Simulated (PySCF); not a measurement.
H4B (SMILES [BH4-]), charge -1, singlet, geometry from GFN2-xTB (in this run its highest filled SCF level lies above zero, so its values depend strongly on the basis, on diffuse functions most of all), atoms displaced at random by about 0.03 Å a coordinate; PySCF with PBE/STO-3G, gradient.

The PySCF input:
```python
from pyscf import gto, scf, dft

mol = gto.Mole()
mol.atom = '''
    B     0.015343   -0.012705   -0.047573
    H    -0.796873   -0.752038   -0.432708
    H     0.147334   -0.209802    1.198849
    H    -0.448948    1.112167   -0.179151
    H     1.052619   -0.125587   -0.604622
'''
mol.basis = 'sto-3g'
mol.charge = -1
mol.spin = 0
mol.verbose = 4
mol.build()

mf = dft.RKS(mol)
mf.xc = 'pbe'
mf.grids.level = 5
mf.kernel()
g = mf.nuc_grad_method()
g.grid_response = False
grad = g.kernel()
```

What the program printed (banner, timings and long lists left out):

```
PySCF version 2.14.0

[INPUT] verbose = 4
[INPUT] num. atoms = 5
[INPUT] num. electrons = 10
[INPUT] charge = -1
[INPUT] spin (= nelec alpha-beta = 2S) = 0
[INPUT] symmetry False subgroup None
[INPUT] Mole.unit = angstrom
[INPUT] Symbol           X                Y                Z      unit          X                Y                Z       unit  Magmom
[INPUT]  1 B      0.015343000000  -0.012705000000  -0.047573000000 AA    0.028994067929  -0.024008970413  -0.089899940924 Bohr   0.0
[INPUT]  2 H     -0.796873000000  -0.752038000000  -0.432708000000 AA   -1.505871726061  -1.421145855266  -0.817699611908 Bohr   0.0
[INPUT]  3 H      0.147334000000  -0.209802000000   1.198849000000 AA    0.278420908837  -0.396468320386   2.265496274709 Bohr   0.0
[INPUT]  4 H     -0.448948000000   1.112167000000  -0.179151000000 AA   -0.848388764171   2.101691034779  -0.338546324942 Bohr   0.0
[INPUT]  5 H      1.052619000000  -0.125587000000  -0.604622000000 AA    1.989161623514  -0.237325034806  -1.142569988887 Bohr   0.0

nuclear repulsion = 10.3658125889985
number of shells = 7
number of NR pGTOs = 27
number of NR cGTOs = 9
basis = sto-3g
ecp = {}

******** <class 'pyscf.dft.rks.RKS'> ********
method = RKS
initial guess = minao
damping factor = 0
level_shift factor = 0
DIIS = <class 'pyscf.scf.diis.CDIIS'>
diis_start_cycle = 1
diis_space = 8
diis_damp = 0
SCF conv_tol = 1e-09
SCF conv_tol_grad = None
SCF max_cycles = 50
direct_scf = True
direct_scf_tol = 1e-13
XC library pyscf.dft.libxc version 7.1.2
    S. Lehtola, C. Steigemann, M. J. T. Oliveira, and M. A. L. Marques,  SoftwareX 7, 1–5 (2018)
XC functionals = pbe
    J. P. Perdew, K. Burke, and M. Ernzerhof,  Phys. Rev. Lett. 77, 3865 (1996)
    J. P. Perdew, K. Burke, and M. Ernzerhof,  Phys. Rev. Lett. 78, 1396 (1997)
    J. P. Perdew, K. Burke, and M. Ernzerhof,  Phys. Rev. Lett. 77, 3865 (1996)
    J. P. Perdew, K. Burke, and M. Ernzerhof,  Phys. Rev. Lett. 78, 1396 (1997)
radial grids:
    Treutler-Ahlrichs [JCP 102, 346 (1995); DOI:10.1063/1.469408] (M4) radial grids

becke partition: Becke, JCP 88, 2547 (1988); DOI:10.1063/1.454033
pruning grids: <function nwchem_prune>
grids dens level: 5
symmetrized grids: False
atomic radii adjust function: <function treutler_atomic_radii_adjust>
small_rho_cutoff = 0
Set gradient conv threshold to 3.16228e-05
Initial guess from minao.
tot grids = 137320
init E= -26.5452613493117
  HOMO = -0.299161754593724  LUMO = 0.30567493765381  gap/eV = 16.45844
cycle= 1 E= -26.7449494424106  delta_E= -0.2  |g|= 0.239  |ddm|= 2.13
  HOMO = 0.149515837456438  LUMO = 0.788613108208564  gap/eV = 17.39072
cycle= 2 E= -26.7484198864793  delta_E= -0.00347  |g|= 0.214  |ddm|= 0.647
  HOMO = 0.130494998779255  LUMO = 0.75019293895293  gap/eV = 16.86284
cycle= 3 E= -26.7649587856305  delta_E= -0.0165  |g|= 0.00207  |ddm|= 0.314
  HOMO = 0.129482960672745  LUMO = 0.749282861621538  gap/eV = 16.86561
cycle= 4 E= -26.7649606147102  delta_E= -1.83e-06  |g|= 0.000721  |ddm|= 0.00556
  HOMO = 0.129658016259819  LUMO = 0.749397535405173  gap/eV = 16.86397
cycle= 5 E= -26.764960869641  delta_E= -2.55e-07  |g|= 1.69e-05  |ddm|= 0.00147
  HOMO = 0.129654317853357  LUMO = 0.749391579164262  gap/eV = 16.86391
cycle= 6 E= -26.7649608697713  delta_E= -1.3e-10  |g|= 2.73e-06  |ddm|= 3.62e-05
  HOMO = 0.129654365565867  LUMO = 0.749391694742094  gap/eV = 16.86391
Extra cycle  E= -26.7649608697741  delta_E= -2.82e-12  |g|= 1.29e-06  |ddm|= 8.12e-06
converged SCF energy = -26.7649608697741

******** <class 'pyscf.grad.rks.Gradients'> for <class 'pyscf.dft.rks.RKS'> ********
unit = Eh/Bohr
grid_response = False
--------------- RKS gradients ---------------
         x                y                z
0 B     0.0078070680    -0.0215494447    -0.0428317227
1 H     0.0057306469     0.0136316326     0.0087544086
2 H    -0.0009710582    -0.0038909587     0.0310062014
3 H    -0.0103933388     0.0107586638     0.0006705451
4 H    -0.0021733482     0.0010500930     0.0024005551
----------------------------------------------
```
